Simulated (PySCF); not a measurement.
C4H7FO2, SMILES OCCOC(F)=C. Atoms are numbered in the order given.

```xyz
14

C      2.3703     0.5946    -0.5741
C      1.4317     0.0137     0.1710
F      1.7199    -0.9878     1.0171
O      0.1430     0.3640     0.2075
C     -0.8366    -0.6901     0.1633
C     -2.1873    -0.0088     0.0890
O     -2.3128     0.7846    -1.0632
H      2.0913     1.3821    -1.2718
H      3.4129     0.3005    -0.4643
H     -0.7532    -1.3255     1.0595
H     -0.6620    -1.3047    -0.7370
H     -2.9729    -0.7806     0.0520
H     -2.3409     0.5767     1.0188
H     -1.5634     1.3971    -1.0600
```

The structure is a stationary point at B3LYP-D3(BJ)/def2-SVP. The structure was generated by enumeration, and PubChem lists no compound with its InChIKey, so it may never have been made. The values are those of a single conformer.

Two levels are set side by side: PBE/pcSseg-1 (PySCF) and PBE0/pcSseg-1 (PySCF). GIAO shifts against CFCl3 (¹⁹F), H2O (¹⁷O), TMS (¹H), TMS (¹³C) at the same level; non-relativistic, no solvent, atoms listed together averaged. Differences are taken from unrounded values.

```
quantity                PBE0     PBE  PBE minus PBE0
---------------------  -----  ------  --------------
δ(¹³C) of C1 (ppm)      73.5    69.7            -3.8
δ(¹³C) of C2 (ppm)     173.6   173.2            -0.4
δ(¹⁹F) of F3 (ppm)     -90.1  -102.8           -12.7
δ(¹⁷O) of O4 (ppm)     117.5   133.9            16.4
δ(¹³C) of C5 (ppm)      76.0    78.5             2.5
δ(¹³C) of C6 (ppm)      65.3    68.3             3.0
δ(¹⁷O) of O7 (ppm)      28.3    38.9            10.7
δ(¹H) of H8, H9 (ppm)   4.22    4.04           -0.18
δ(¹H) of H14 (ppm)      1.66    1.53           -0.13
```

Rough cost on one machine, each run with all the roots and properties that it gave: PBE0 against PBE within a factor of 2.
